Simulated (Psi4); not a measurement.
H$_{3}$ClSiSn, singlet, geometry from GFN2-xTB (such geometries of metal compounds can be far from the true shape) (core potentials on Sn); Psi4 with PBE0/def2-SVPD.

Psi4 was given this input:
```
memory 2 GB

molecule mol {
0 1
Sn    0.116032    0.065121    0.685136
Cl    0.676586    1.614791   -1.030068
Si   -0.973231   -1.730966   -0.915925
H    -0.012594   -2.395743   -1.821380
H    -2.008886   -1.201518   -1.825194
H    -1.656860   -2.876723   -0.276109
}

set {
  basis def2-svpd
  reference rks
}

energy('pbe0')
print_variables()
```

What the program printed (banner, timings and long lists left out):

```
   => Loading Basis Set <=

    Name: DEF2-SVPD
    Role: ORBITAL
    Keyword: BASIS

    !!!  WARNING: ECP capability is in beta. Please check occupations closely.  !!!

         ---------------------------------------------------------
                                   SCF
               by Justin Turney, Rob Parrish, Andy Simmonett
                          and Daniel G. A. Smith
                              RKS Reference
         ---------------------------------------------------------

  ==> Geometry <==

    Molecular point group: c1
    Full point group: C1

    Geometry (in Angstrom), charge = 0, multiplicity = 1:

       Center              X                  Y                   Z               Mass
    ------------   -----------------  -----------------  -----------------  -----------------
         SN           0.080325640090     0.014958439714     0.596091267282   119.902201630000
         CL           0.640879640090     1.564628439714    -1.119112732718    34.968852682000
         SI          -1.008937359910    -1.781128560286    -1.004969732718    27.976926534650
         H           -0.048300359910    -2.445905560286    -1.910424732718     1.007825032230
         H           -2.044592359910    -1.251680560286    -1.914238732718     1.007825032230
         H           -1.692566359910    -2.926885560286    -0.365153732718     1.007825032230

  Running in c1 symmetry.

  Rotational constants: A =      0.13363  B =      0.07022  C =      0.04673 [cm^-1]
  Rotational constants: A =   4006.20403  B =   2105.00552  C =   1400.78299 [MHz]
  Nuclear repulsion =  210.457225779142817

  Charge       = 0
  Multiplicity = 1
  Electrons    = 56
  Nalpha       = 28
  Nbeta        = 28

  ==> Algorithm <==

  SCF Algorithm Type is DF.
  DIIS enabled.
  MOM disabled.
  Fractional occupation disabled.
  Guess Type is SAD.
  Energy threshold   = 1.00e-06
  Density threshold  = 1.00e-06
  Integral threshold = 1.00e-12

  ==> Primary Basis <==

  Basis Set: DEF2-SVPD
    Blend: DEF2-SVPD
    Number of shells: 45
    Number of basis functions: 107
    Number of Cartesian functions: 114
    Spherical Harmonics?: true
    Max angular momentum: 2

  Core potential: DEF2-SVPD
    Number of shells: 4
    Number of ECP primitives: 18
    Number of ECP core electrons: 28
    Max angular momentum: 3

  ==> DFT Potential <==

   => LibXC <=

    Version 7.1.2
    S. Lehtola, C. Steigemann, M. J. T. Oliveira, and M. A. L. Marques,  SoftwareX 7, 1–5 (2018) (10.1016/j.softx.2017.11.002)

   => Composite Functional: PBE0 <=

    PBE0 Hyb-GGA Exchange-Correlation Functional

    C. Adamo and V. Barone,  J. Chem. Phys. 110, 6158 (1999) (10.1063/1.478522)
    M. Ernzerhof and G. E. Scuseria,  J. Chem. Phys. 110, 5029 (1999) (10.1063/1.478401)

    Deriv               =              1
    GGA                 =           TRUE
    Meta                =          FALSE

    Exchange Hybrid     =           TRUE
    MP2 Hybrid          =          FALSE

   => Exchange Functionals <=

    0.7500   Perdew, Burke & Ernzerhof

   => Exact (HF) Exchange <=

    0.2500               HF

   => Correlation Functionals <=

    1.0000   Perdew, Burke & Ernzerhof

   => LibXC Density Thresholds  <==

    XC_HYB_GGA_XC_PBEH:  1.00E-15

   => Molecular Quadrature <=

    Radial Scheme          =       TREUTLER
    Pruning Scheme         =           NONE
    Nuclear Scheme         =       TREUTLER

    Blocking Scheme        =         OCTREE
    BS radius alpha        =              1
    Pruning alpha          =              1
    Radial Points          =             75
    Spherical Points       =            302
    Total Points           =         130745
    Total Blocks           =           1066
    Max Points             =            256
    Max Functions          =            105
    Weights Tolerance      =       1.00E-15

   => Loading Basis Set <=

    Name: (DEF2-SVPD AUX)
    Role: JKFIT
    Keyword: DF_BASIS_SCF

  ==> Integral Setup <==

  SCF_SUBTYPE=INCORE selected. In-core MEM_DF algorithm will be used.
  Using in-core AOs.

  ==> MemDFJK: Density-Fitted J/K Matrices <==

    J tasked:                   Yes
    K tasked:                   Yes
    wK tasked:                   No
    Algorithm:                 Core
    Schwarz Cutoff:           1E-12
    Mask sparsity (%):       1.9565
    Fitting Condition:        1E-10

   => Auxiliary Basis Set <=

  Basis Set: (DEF2-SVPD AUX)
    Blend: DEF2-UNIVERSAL-JKFIT
    Number of shells: 140
    Number of basis functions: 528
    Number of Cartesian functions: 679
    Spherical Harmonics?: true
    Max angular momentum: 5

  Minimum eigenvalue in the overlap matrix is 3.1777091852E-04.
  Reciprocal condition number of the overlap matrix is 4.6553508109E-05.
    Using symmetric orthogonalization.

  ==> Pre-Iterations <==

  SCF Guess: Superposition of Atomic Densities via on-the-fly atomic UHF (no occupation information).

   -------------------------
    Irrep   Nso     Nmo
   -------------------------
     A        107     107
   -------------------------
    Total     107     107
   -------------------------

  ==> Iterations <==

                           Total Energy        Delta E     RMS |[F,P]|

   @DF-RKS iter SAD:  -964.12046192398827   -9.64120e+02   0.00000e+00
   @DF-RKS iter   1:  -965.15997160960944   -1.03951e+00   4.77169e-03 ADIIS/DIIS
   @DF-RKS iter   2:  -965.21327586188067   -5.33043e-02   4.26718e-03 ADIIS/DIIS
   @DF-RKS iter   3:  -965.32996507506027   -1.16689e-01   4.75061e-04 ADIIS/DIIS
   @DF-RKS iter   4:  -965.33114807468132   -1.18300e-03   2.25370e-04 ADIIS/DIIS
   @DF-RKS iter   5:  -965.33153142293770   -3.83348e-04   5.16204e-05 DIIS
   @DF-RKS iter   6:  -965.33155320709989   -2.17842e-05   5.84725e-06 DIIS
   @DF-RKS iter   7:  -965.33155351641074   -3.09311e-07   2.07312e-06 DIIS
   @DF-RKS iter   8:  -965.33155355968540   -4.32747e-08   4.75298e-07 DIIS
  Energy and wave function converged.

  ==> Post-Iterations <==

   Electrons on quadrature grid:
      Ntotal   =   55.9999887915 ; deviation = -1.121e-05

    Orbital Energies [Eh]
    ---------------------

    Doubly Occupied:

[...]
      28A     -0.245500

    Virtual:

[...]
     107A     51.976997

    Final Occupation by Irrep:
              A
    DOCC [    28 ]
    NA   [    28 ]
    NB   [    28 ]

  @DF-RKS Final Energy:  -965.33155355968540

   => Energetics <=

    Nuclear Repulsion Energy =            210.4572257791428171
    One-Electron Energy =               -1834.3740727615509059
    Two-Electron Energy =                 710.1271524941589632
    DFT Exchange-Correlation Energy =     -51.5418590714362850
    Empirical Dispersion Energy =           0.0000000000000000
    VV10 Nonlocal Energy =                  0.0000000000000000
    Total Energy =                       -965.3315535596854033

Computation Completed

Properties will be evaluated at   0.000000,   0.000000,   0.000000 [a0]

Properties computed using the SCF density matrix

 Multipole Moments:

 ------------------------------------------------------------------------------------
     Multipole            Electronic (a.u.)      Nuclear  (a.u.)        Total (a.u.)
 ------------------------------------------------------------------------------------

 L = 1.  Multiply by 2.5417464519 to convert [e a0] to [Debye]
 Dipole X            :          9.8181028           -9.9181598           -0.1000571
 Dipole Y            :          8.3308916           -8.7541608           -0.4232692
 Dipole Z            :         46.6075793          -45.6752512            0.9323281
 Magnitude           :                                                    1.0287876

 ------------------------------------------------------------------------------------

  Variable Map:
  ----------------------------------------------------------------------------
[...]
  Array Variable Map:
  ----------------------------------------------------------------------------
[...]
[...]
```
